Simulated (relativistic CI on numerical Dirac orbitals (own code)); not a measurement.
Computed by Dirac-Coulomb-Breit CI, KLI orbitals optimised for each configuration, model QED (radiative potential, 1s self-energy scaled to tabulated hydrogen-like ionisation energies), unscaled Slater integrals (own radial code, finite nucleus).

Configuration list: 1s², 1s2s, 1s2p, 1s3s, 1s3p, 1s3d, 1s4s, 1s4p, 1s4d, 1s4f, 1s5s, 1s5p, 1s5d, 1s5f, 1s5g, 1s6s, 1s6p, 1s6d, 2s². Levels of other configurations are missing.

At this charge energies of transitions that change n are usually good to better than 1 %, and those within a shell (Δn = 0) to a few per cent.

Outline of the computed level scheme of Gd LXIII. Lowest level of each configuration: 1s² ¹S0 at 0.0 eV; 1s2s ³S1 at 43145.5 eV; 1s2p ³P°1 at 43241.3 eV; 1s3s ³S1 at 51391.2 eV; 1s3p ³P°1 at 51417.0 eV; 1s3d ³D2 at 51670.6 eV; 1s4s ³S1 at 54230.9 eV; 1s4p ³P°1 at 54241.4 eV; 1s4d ³D2 at 54347.8 eV.

Some strong electric-dipole decays among the lowest 27 levels: 1s2p ¹P°1 → 1s² ¹S0 (1.3e+16 s⁻¹); 1s2p ³P°1 → 1s² ¹S0 (6.5e+15 s⁻¹); 1s3p ¹P°1 → 1s² ¹S0 (3.6e+15 s⁻¹); 1s3p ³P°1 → 1s² ¹S0 (1.6e+15 s⁻¹); 1s4p ¹P°1 → 1s² ¹S0 (1.5e+15 s⁻¹); 1s3d ³D3 → 1s2p ³P°2 (1.0e+15 s⁻¹); 1s3d ³D2 → 1s2p ³P°1 (9.3e+14 s⁻¹); 1s3d ¹D2 → 1s2p ¹P°1 (9.1e+14 s⁻¹).

LS names give the leading component of a level, which can be under half, so a name can repeat, a term be missing and a line seem to break the LS rules.
